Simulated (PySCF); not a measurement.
carbon tetrabromide (CBr₄), singlet, at a GFN2-xTB geometry; PySCF with R2SCAN/STO-3G.

PySCF was given this input:
```python
from pyscf import gto, scf, dft

mol = gto.Mole()
mol.atom = '''
Br
C  1 1.940507
Br 2 1.940507 1 109.471221
Br 2 1.940507 1 109.471221 3 -120.000000
Br 2 1.940507 1 109.471221 4 -120.000000
'''
mol.basis = 'sto-3g'
mol.verbose = 5
mol.build()

mf = dft.RKS(mol)
mf.xc = 'r2scan'
mf.kernel()
```

The log (banner, timings and long lists left out):

```
PySCF version 2.14.0

[INPUT] verbose = 5
[INPUT] max_memory = 4000
[INPUT] num. atoms = 5
[INPUT] num. electrons = 146
[INPUT] charge = 0
[INPUT] spin (= nelec alpha-beta = 2S) = 0
[INPUT] symmetry False subgroup None
[INPUT] Mole.unit = angstrom
[INPUT] Symbol           X                Y                Z      unit          X                Y                Z       unit  Magmom
[...]
[INPUT] ---------------- BASIS SET ----------------
[INPUT] l, kappa, [nprim/nctr], expnt,             c_1 c_2 ...
[INPUT] C
[...]
                                13.045096         0.53532814
                                3.5305122         0.44463454
[...]
                                0.6834831         0.39951283
                                0.2222899         0.70011547
[...]
                                0.6834831         0.60768372
                                0.2222899         0.39195739
[INPUT] Br
[...]
                                479.0573224       0.5353281423
                                129.651607        0.4446345422
[...]
                                51.08493222       0.3995128261
                                16.61440546       0.7001154689
[...]
                                5.948649577       0.2175436044
                                2.29517394        0.9166769611
[...]
                                0.5152256318      0.0196064117
                                0.2275290713      1.131034442
[...]
                                51.08493222       0.6076837186
                                16.61440546       0.3919573931
[...]
                                5.948649577       0.5777664691
                                2.29517394        0.4846460366
[...]
                                0.5152256318      0.5715227604
                                0.2275290713      0.5498949471
[...]
                                5.948649577       0.6555473627
                                2.29517394        0.286573259

nuclear repulsion = 1456.47624990858
number of shells = 35
number of NR pGTOs = 231
number of NR cGTOs = 77
basis = sto-3g
ecp = {}

******** <class 'pyscf.dft.rks.RKS'> ********
method = RKS
initial guess = minao
damping factor = 0
level_shift factor = 0
DIIS = <class 'pyscf.scf.diis.CDIIS'>
diis_start_cycle = 1
diis_space = 8
diis_damp = 0
SCF conv_tol = 1e-09
SCF conv_tol_grad = None
SCF max_cycles = 50
direct_scf = True
direct_scf_tol = 1e-13
XC library pyscf.dft.libxc version 7.1.2
    S. Lehtola, C. Steigemann, M. J. T. Oliveira, and M. A. L. Marques,  SoftwareX 7, 1–5 (2018)
XC functionals = r2scan
    J. W. Furness, A. D. Kaplan, J. Ning, J. P. Perdew, and J. Sun,  J. Phys. Chem. Lett. 11, 8208–8215 (2020)
    J. W. Furness, A. D. Kaplan, J. Ning, J. P. Perdew, and J. Sun,  J. Phys. Chem. Lett. 11, 9248–9248 (2020)
    J. W. Furness, A. D. Kaplan, J. Ning, J. P. Perdew, and J. Sun,  J. Phys. Chem. Lett. 11, 8208–8215 (2020)
    J. W. Furness, A. D. Kaplan, J. Ning, J. P. Perdew, and J. Sun,  J. Phys. Chem. Lett. 11, 9248–9248 (2020)
radial grids:
    Treutler-Ahlrichs [JCP 102, 346 (1995); DOI:10.1063/1.469408] (M4) radial grids

becke partition: Becke, JCP 88, 2547 (1988); DOI:10.1063/1.454033
pruning grids: <function nwchem_prune>
grids dens level: 3
symmetrized grids: False
atomic radii adjust function: <function treutler_atomic_radii_adjust>
small_rho_cutoff = 0
Set gradient conv threshold to 3.16228e-05
Initial guess from minao.
atom Br rad-grids = 90, ang-grids = [ 50  50  50  50  50  50  50  50  50  50  50  50  50  50  50  50  50  50
  50  50  50  50  50  50  50  50  50  50  50  86  86  86  86  86  86  86
  86  86  86  86  86  86  86  86  86 350 350 350 350 350 350 350 350 350
 350 434 434 434 434 434 434 434 434 434 434 434 434 434 434 434 434 434
 434 434 434 434 434 350 350 350 350 350 350 350 350 350 350 350 350 350]
atom C rad-grids = 75, ang-grids = [ 50  50  50  50  50  50  50  50  50  50  50  50  50  50  50  50  50  50
[...]
 -5.85224628e+00 -1.55864929e+00 -1.55748242e+00 -1.55747668e+00
 -1.55747142e+00 -1.55147183e+00 -1.55145585e+00 -1.55145474e+00
 -1.55119379e+00 -1.55118210e+00 -1.55117581e+00 -1.55117300e+00
 -1.55117087e+00 -1.53606443e+00 -1.53606258e+00 -1.53606222e+00
 -1.53606104e+00 -1.53605463e+00 -1.53605420e+00 -1.53605401e+00
 -1.53605356e+00 -7.98580295e-01 -6.33412316e-01 -6.33410854e-01
 -6.33405632e-01 -4.66343031e-01 -3.54253279e-01 -3.54252027e-01
 -3.54251177e-01 -2.13870745e-01 -2.13864915e-01 -1.89951064e-01
 -1.89948072e-01 -1.89946064e-01 -1.67035002e-01 -1.67033121e-01
 -1.67031265e-01  1.31553578e-02  9.40644086e-02  9.40653798e-02
  9.40678174e-02]
nelec by numeric integration = 146.00000962399244
E1 = -17204.96269453938  E2 = 5526.492898547141  Ecoul = 5900.0566148380785  Exc = -373.5637162909379
cycle= 6 E= -10221.9935460837  delta_E= -6.41e-08  |g|= 2.67e-06  |ddm|= 0.000548
[...]
  mo_energy =
[-4.76661503e+02 -4.76661503e+02 -4.76661502e+02 -4.76661501e+02
 -6.01890371e+01 -6.01890368e+01 -6.01890359e+01 -6.01888278e+01
 -5.53507532e+01 -5.53507529e+01 -5.53507522e+01 -5.53507504e+01
 -5.53452852e+01 -5.53452849e+01 -5.53452847e+01 -5.53452804e+01
 -5.53452800e+01 -5.53452798e+01 -5.53452778e+01 -5.53452777e+01
 -9.99590771e+00 -7.92484013e+00 -7.92483953e+00 -7.92483893e+00
 -7.92456238e+00 -5.87653216e+00 -5.87653136e+00 -5.87653076e+00
 -5.87612645e+00 -5.85299285e+00 -5.85299136e+00 -5.85299045e+00
 -5.85243959e+00 -5.85243651e+00 -5.85243607e+00 -5.85224871e+00
 -5.85224642e+00 -1.55864934e+00 -1.55748256e+00 -1.55747626e+00
 -1.55747186e+00 -1.55147199e+00 -1.55145572e+00 -1.55145494e+00
 -1.55119425e+00 -1.55118163e+00 -1.55117532e+00 -1.55117341e+00
 -1.55117136e+00 -1.53606337e+00 -1.53606313e+00 -1.53606275e+00
 -1.53606166e+00 -1.53605516e+00 -1.53605474e+00 -1.53605459e+00
 -1.53605254e+00 -7.98580751e-01 -6.33412866e-01 -6.33411376e-01
 -6.33405540e-01 -4.66343002e-01 -3.54253508e-01 -3.54251771e-01
 -3.54251428e-01 -2.13870977e-01 -2.13865147e-01 -1.89951206e-01
 -1.89948397e-01 -1.89946197e-01 -1.67035194e-01 -1.67033484e-01
 -1.67031357e-01  1.31552083e-02  9.40640537e-02  9.40651493e-02
  9.40676636e-02]
nelec by numeric integration = 146.00000962399173
E1 = -17204.96271206485  E2 = 5526.492916072619  Ecoul = 5900.0566324880665  Exc = -373.5637164154481
cycle= 7 E= -10221.9935460837  delta_E= 5.46e-12  |g|= 7.2e-07  |ddm|= 8.17e-06
[...]
  mo_energy =
[-4.76661503e+02 -4.76661503e+02 -4.76661503e+02 -4.76661501e+02
 -6.01890368e+01 -6.01890367e+01 -6.01890364e+01 -6.01888278e+01
 -5.53507528e+01 -5.53507528e+01 -5.53507525e+01 -5.53507505e+01
 -5.53452850e+01 -5.53452849e+01 -5.53452848e+01 -5.53452801e+01
 -5.53452800e+01 -5.53452799e+01 -5.53452779e+01 -5.53452778e+01
 -9.99590787e+00 -7.92483986e+00 -7.92483984e+00 -7.92483891e+00
 -7.92456239e+00 -5.87653246e+00 -5.87653136e+00 -5.87653046e+00
 -5.87612645e+00 -5.85299276e+00 -5.85299151e+00 -5.85299041e+00
 -5.85243957e+00 -5.85243666e+00 -5.85243596e+00 -5.85224872e+00
 -5.85224643e+00 -1.55864935e+00 -1.55748249e+00 -1.55747663e+00
 -1.55747157e+00 -1.55147193e+00 -1.55145588e+00 -1.55145485e+00
 -1.55119397e+00 -1.55118204e+00 -1.55117575e+00 -1.55117317e+00
 -1.55117105e+00 -1.53606429e+00 -1.53606284e+00 -1.53606247e+00
 -1.53606132e+00 -1.53605488e+00 -1.53605446e+00 -1.53605426e+00
 -1.53605345e+00 -7.98580814e-01 -6.33412730e-01 -6.33411261e-01
 -6.33405887e-01 -4.66343019e-01 -3.54253421e-01 -3.54252049e-01
 -3.54251325e-01 -2.13870992e-01 -2.13865161e-01 -1.89951264e-01
 -1.89948317e-01 -1.89946261e-01 -1.67035221e-01 -1.67033390e-01
 -1.67031463e-01  1.31551685e-02  9.40640744e-02  9.40650785e-02
  9.40675304e-02]
nelec by numeric integration = 146.00000962399213
E1 = -17204.96271407544  E2 = 5526.492918083154  Ecoul = 5900.056634511369  Exc = -373.56371642821483
Extra cycle  E= -10221.9935460837  delta_E= -5.28e-11  |g|= 6.59e-07  |ddm|= 4.9e-06
converged SCF energy = -10221.9935460837
```
